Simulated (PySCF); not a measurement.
FH₃N₂SW, SMILES [NH]=[W]([NH2])([F])=[S], multiplicity 1.

Coordinates come from a PBE-D3(BJ)/def2-SVP optimisation. The multiplicity is an assumed one; no other spin state was optimised. The structure was generated by enumeration; whether it is a known compound was not checked. The def2 effective core potentials stand for the cores of W; spin–orbit coupling is left out. One conformer was computed; it need not be the lowest.

Two levels are set side by side: PBE/def2-TZVP (PySCF) and B3LYP/def2-TZVP (PySCF). Same geometry, gas phase. Differences are taken from unrounded values.

```
quantity                     B3LYP    PBE  PBE minus B3LYP
---------------------------  -----  -----  ---------------
orbital gap (eV)              5.01   3.54            -1.47
highest occupied level (eV)  -7.23  -6.28             0.95
lowest empty level (eV)      -2.22  -2.74            -0.52
dipole moment (D)             3.42   3.38            -0.04
mean polarisability (bohr³)   75.2   76.6              1.4
```

PBE's occupied levels lie high since its potential decays too fast outside the molecule; exact exchange lowers them and widens the gap. Differences between two approximate levels are no errors against the true value.

Rough cost on one machine, each run with all the roots and properties that it gave: B3LYP against PBE within a factor of 2.
